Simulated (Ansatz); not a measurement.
**C6H12O3 (propylene glycol methyl ether acetate (PGMEA)): the energy to break a bond**

C6H12O3: 21 atoms, total charge 0, spin state singlet. As SMILES, `COCC(C)OC(C)=O`. The shape was relaxed beforehand at r2SCAN/def2-SVP. This is one conformer, not always the lowest.

| atom | x (Å) | y (Å) | z (Å) |
| --- | --- | --- | --- |
| C | -1.7224 | -2.4798 | 1.8361 |
| O | -1.2826 | -1.8717 | 0.6516 |
| C | -0.5529 | -0.6965 | 0.8797 |
| C | -0.1275 | -0.1368 | -0.4674 |
| C | 0.7709 | -1.0726 | -1.2497 |
| O | 0.5661 | 1.0910 | -0.1503 |
| C | 0.5965 | 2.0412 | -1.1118 |
| C | 1.3724 | 3.2410 | -0.6426 |
| O | 0.0725 | 1.9187 | -2.1925 |
| H | -2.3910 | -1.8133 | 2.4182 |
| H | -2.2807 | -3.3856 | 1.5605 |
| H | -0.8746 | -2.7686 | 2.4905 |
| H | -1.1621 | 0.0617 | 1.4166 |
| H | 0.3481 | -0.8941 | 1.5021 |
| H | -1.0213 | 0.1119 | -1.0634 |
| H | 1.7034 | -1.2625 | -0.6940 |
| H | 1.0145 | -0.6415 | -2.2310 |
| H | 0.2516 | -2.0300 | -1.4003 |
| H | 0.9815 | 3.5937 | 0.3230 |
| H | 1.3137 | 4.0359 | -1.3948 |
| H | 2.4238 | 2.9578 | -0.4803 |

Wanted: the dissociation energy of the O6–C4 bond into doublet C2H3O2 and doublet C4H9O (shapes relaxed at r2SCAN/def2-SVP, no zero-point term). 1 Eh = 2625.50 kJ/mol = 27.2114 eV. Totals in Eh; open shells run unrestricted unless said.

```tsv
level	program	C6H12O3	doublet C2H3O2	doublet C4H9O
SVWN5/def2-SVP	Ansatz	-457.402174	-226.458897	-230.776248
PBE/def2-SVP	Ansatz	-460.639144	-227.995469	-232.509489
CAM-B3LYP/def2-SVP	Ansatz	-460.984901	-228.141134	-232.693424
```

Work out the dissociation energy at each level.


1. SVWN5/def2-SVP: (-226.458897) + (-230.776248) − (-457.402174) = 0.167029 Eh = 438.5 kJ/mol = 4.55 eV.
2. PBE/def2-SVP: (-227.995469) + (-232.509489) − (-460.639144) = 0.134186 Eh = 352.3 kJ/mol = 3.65 eV.
3. CAM-B3LYP/def2-SVP: (-228.141134) + (-232.693424) − (-460.984901) = 0.150343 Eh = 394.7 kJ/mol = 4.09 eV.

The levels span 352 to 439 kJ/mol; no measured value is set beside them. A bond enthalpy at 298 K also holds the loss of zero-point energy and thermal terms.
